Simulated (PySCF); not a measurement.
## Argon: a sound run and one with changed settings

Sound run: Ar²⁺ [Ne] 3s2 3p4, Ar³⁺ [Ne] 3s2 3p3. Calculation: PySCF 2.14, in cc-pV(D+d)Z; the non-relativistic Hamiltonian (point nucleus). In the sound run the correlated levels freeze [Ne]. The sound run starts from symmetry-adapted Hartree-Fock orbitals and uses a fine grid where one is needed.

Changed run: basis STO-3G. This setting is unsound on purpose.

```csv
species,method,sound run (hartree),changed run (hartree),converged
Ar²⁺,UHF,-525.28948,-519.70618,yes
Ar²⁺,B3LYP,-525.94166,-520.23596,yes
Ar²⁺,M06-2X,-525.91513,-520.26263,yes
Ar²⁺,MP2,-525.38272,-519.70618,yes
Ar³⁺,UHF,-523.84495,-518.16092,yes
Ar³⁺,B3LYP,-524.44014,-518.62874,yes
Ar³⁺,M06-2X,-524.42095,-518.66420,yes
Ar³⁺,MP2,-523.92175,-518.16092,yes
```

Ionisation energy of Ar²⁺:

```
 method  sound run (eV)  changed run (eV)
    UHF          39.308            42.049
  B3LYP          40.858            43.735
 M06-2X          40.658            43.495
    MP2          39.755            42.049
SCS-MP2          39.774            42.049
```

A minimal basis cannot let orbitals breathe on ionisation and holds almost no correlation.

For comparison, NIST gives 40.735 ± 0.012 eV between the lowest levels.
